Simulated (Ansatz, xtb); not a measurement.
Two isomers of C5H4Cl2F2

Structure I: `C=C(F)[C@](F)(Cl)C(=C)Cl`, a singlet. Structure II: `C=C1[C@@H](F)[C@@H](Cl)[C@]1(F)Cl`, a singlet. Both are isolated molecules in the gas phase, relaxed with B3LYP-D3(BJ)/def2-SVP; each stands in its lowest conformer found.

**Question.** Estimate which is lower in electronic energy at CCSD(T)/def2-SVP + ΔMP2/def2-TZVPP, and by roughly how much.

**Answer.** The CCSD(T)/def2-SVP + ΔMP2/def2-TZVPP calculation puts structure I lower, by 3.2 kcal/mol.

How the difference moves with the method:

```
                             level               geometry  E(II) − E(I) (kcal/mol)  departure from the last row (kcal/mol)  job, with rough time for the two
                          GFN2-xTB               GFN2-xTB                      −5.7                                    −8.9              optimisation, 0.41 s
                         HF/STO-3G               GFN2-xTB                     −22.8                                   −26.0              single point, 0.56 s
                r2SCAN-D4/def2-SVP               GFN2-xTB                      +2.8                                    −0.3               single point, 4.8 s
             B3LYP-D3(BJ)/def2-SVP  B3LYP-D3(BJ)/def2-SVP                      +3.8                                    +0.7                optimisation, 58 s
                       HF/def2-SVP  B3LYP-D3(BJ)/def2-SVP                      +2.2                                    −1.0           part of the CCSD(T) run
                      MP2/def2-SVP  B3LYP-D3(BJ)/def2-SVP                      +2.3                                    −0.9           part of the CCSD(T) run
                  CCSD(T)/def2-SVP  B3LYP-D3(BJ)/def2-SVP                      +3.7                                    +0.5                      single point
CCSD(T)/def2-SVP + ΔMP2/def2-TZVPP  B3LYP-D3(BJ)/def2-SVP                      +3.2                                                     single point, 2.3 min
```

As drawn, II has 2 C–C in place of 1 C=C. Structure I has no ring, II a 4-membered ring.

GFN2-xTB, HF/STO-3G put the two in the other order. The largest departure from CCSD(T)/def2-SVP + ΔMP2/def2-TZVPP is that of HF/STO-3G, 26.0 kcal/mol. The last row adds to CCSD(T) the change of the MP2 difference between the two basis sets, here −0.5 kcal/mol.

With thermal terms from frequencies at re-optimised GFN2-xTB minima (ideal gas, soft modes damped towards free rotors, one conformer each, 298.15 K, 1 atm): the zero-point term adds +1.3 kcal/mol; ΔH is +3.9 and ΔG +5.1 kcal/mol.

The correlated steps freeze 17 core orbitals. Programs: Ansatz 0.2.0, xtb 6.7.1; the last row on 4 threads of Arm Neoverse V1 on a shared host.
